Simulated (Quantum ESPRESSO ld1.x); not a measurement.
Results of a calculation; reference values are marked as such.
Ne, 10 electrons, occupied as [He] 2s2 2p5.75 3p0.25 (fractional occupations, a model configuration).

Code: ld1.x of Quantum ESPRESSO 7.5. Model: scalar-relativistic Kohn-Sham, LDA (Slater exchange, VWN5 correlation), spin-polarised, spherical densities, point nucleus; open shells are filled with parallel spins first.

Energy parts (eV):
total: -3489.61
kinetic: 3483.63
electron-nucleus: -8408.82
Hartree: 1751.29
exchange-correlation: -315.71

Orbitals (lengths in bohr, moments of r in powers of bohr; r(max) is where P^2 peaks):
orbital,occ.,eigenvalue (eV),r(max),<r^4>
1s up,1,-830.310,0.1030,0.003011
1s down,1,-830.071,0.1030,0.003008
2s up,1,-40.0870,0.6810,1.909
2s down,1,-39.6481,0.6818,1.933
2p up,3,-17.4057,0.6141,3.872
2p down,2.75,-16.9694,0.6157,4.006
3p up,0.25,-0.5511,10.07,37920
3p down,0,-0.4725,10.49,45560

The highest occupied level is 3p up at -0.551 eV. The density falls to 0.001 e/bohr^3 at r = 2.89 bohr. Summed over all electrons, <r^2> = 47.03 bohr^2, which gives a Langevin (diamagnetic) susceptibility term of -37.2 x 10^-6 cm^3/mol.
